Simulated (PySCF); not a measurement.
**State search for MgHg⁺**

Unrestricted PBE0; Mg cc-pVDZ, Hg cc-pVDZ-PP with ECP60; scalar-relativistic core potentials (PySCF 2.14). Outer shells of the fragments: Mg+ 3s1; Hg 5d10 6s2.

Followed along the bond (rough minima from three points):

```tsv
2Ms+1	unpaired	⟨S²⟩ at the start	R at minimum (Å)	Te (eV)
2	σ ↑	0.75	2.87	0.00
4	σ ↑↑, π ↑	3.75	none in the scan	≤ 5.19
```

Solutions found at the starting distance of 2.830 Å, counted from the lowest of them; the search is not exhaustive and high or unbound solutions are not listed, so other states can lie among these:

```
2Ms+1       unpaired   term  E (eV)  ⟨S²⟩  ⟨Lz²⟩  μ (D)
    2            σ ↑    ²Σ⁺    0.00  0.75   0.00  -7.61
    2            π ↑     ²Π    3.01  0.77   1.00  -8.06
    4      σ ↑↑, π ↑     ⁴Π    5.28  3.75   1.01  -6.62
    4          σ ↑↑↑    ⁴Σ⁺    5.44  3.75   0.00  -5.03
    2      σ ↑↑, π ↓  mixed    6.17  1.75   1.00  -6.41
    4      σ ↑, π ↑↑    ⁴Σ⁻    8.25  3.75   0.00  -7.61
    4  σ ↑, π ↑, δ ↑  mixed    9.76  3.75   4.39  -7.47
    4  σ ↑, π ↑, δ ↑  mixed    9.83  3.75   5.00  -7.33
```

A term symbol is given only where ⟨S²⟩ and ⟨Lz²⟩ are close to those of a pure state; real π, δ and φ orbitals otherwise mix terms. A positive dipole points towards Hg; it is taken about the centre of mass and depends on that origin.

Spin–orbit coupling is left out. Counting both spins, an empty level lies below a filled one in some of these solutions, because spin and occupation are held.
